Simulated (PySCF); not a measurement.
carbazole (C₁₂H₉N), SMILES c12ccccc1c1c(cccc1)[nH]2.

The structure is a stationary point at B3LYP-D3(BJ)/def2-SVP.

Two levels are set side by side: TDA-PBE/def2-SVP (PySCF) and TDA-B3LYP/def2-SVP (PySCF). Vertical, same geometry. The lowest singlet is HOMO→LUMO 87 % with PBE and HOMO→LUMO 85 % with the other functional; states are paired by order. Differences are taken from unrounded values.

```tsv
quantity	TDA-B3LYP
lowest singlet excitation (eV)	4.18
lowest triplet excitation (TDA) (eV)	3.42
first bright state (f over 0.05) (eV)	4.62
its oscillator strength	0.10
```

Problem. What does TDA-PBE give, and how far is it from TDA-B3LYP? (Estimate from the structure and the level; the computed values follow.)

Solution. 
| quantity | TDA-PBE | TDA-PBE minus TDA-B3LYP |
|---|---|---|
| lowest singlet excitation (eV) | 3.79 | -0.39 |
| lowest triplet excitation (TDA) (eV) | 3.18 | -0.24 |
| first bright state (f over 0.05) (eV) | 4.90 | 0.28 |
| its oscillator strength | 0.16 | 0.06 |

Functionals without exact exchange tend to place singlet excitations lower, as here. Differences between two approximate levels are no errors against the true value.

Rough cost on one machine, each run with all the roots and properties that it gave: TDA-B3LYP against TDA-PBE about 2 times.
